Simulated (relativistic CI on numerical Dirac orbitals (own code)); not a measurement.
Computed by Dirac-Coulomb-Breit CI, separate exchange-only KLI orbitals for each configuration, model QED (radiative potential, 1s self-energy scaled to tabulated hydrogen-like ionisation energies), unscaled Slater integrals (own radial code, finite nucleus).

Configurations in the expansion (outside the closed core [Ne]): 3s, 3p, 3d, 4s, 4p, 4d, 4f, 5s, 5p, 5d, 5f, 5g, 6s, 6p, 6d, 7s, 7p. Levels of other configurations are missing.

At this charge energies of transitions that change n are usually good to better than 1 %, and those within a shell (Δn = 0) to a few per cent.

Outline of the computed level scheme of Pm LI. Lowest level of each configuration: 3s 2S_1/2 at 0.00 eV; 3p 2P°_1/2 at 119.39 eV; 3d 2D_3/2 at 418.11 eV; 4s 2S_1/2 at 2038.57 eV; 4p 2P°_1/2 at 2087.97 eV; 4d 2D_3/2 at 2205.58 eV; 4f 2F°_5/2 at 2250.15 eV; 5s 2S_1/2 at 2945.68 eV; 5p 2P°_1/2 at 2970.53 eV.

Some strong electric-dipole decays among the lowest 15 levels: 4f 2F°_7/2 → 3d 2D_5/2 (9.8e+13 s⁻¹); 4f 2F°_5/2 → 3d 2D_3/2 (9.3e+13 s⁻¹); 4d 2D_5/2 → 3p 2P°_3/2 (4.8e+13 s⁻¹); 4d 2D_3/2 → 3p 2P°_1/2 (3.8e+13 s⁻¹); 4p 2P°_1/2 → 3s 2S_1/2 (2.3e+13 s⁻¹); 4s 2S_1/2 → 3p 2P°_3/2 (1.7e+13 s⁻¹); 4p 2P°_3/2 → 3s 2S_1/2 (1.7e+13 s⁻¹); 5p 2P°_1/2 → 3s 2S_1/2 (1.3e+13 s⁻¹).
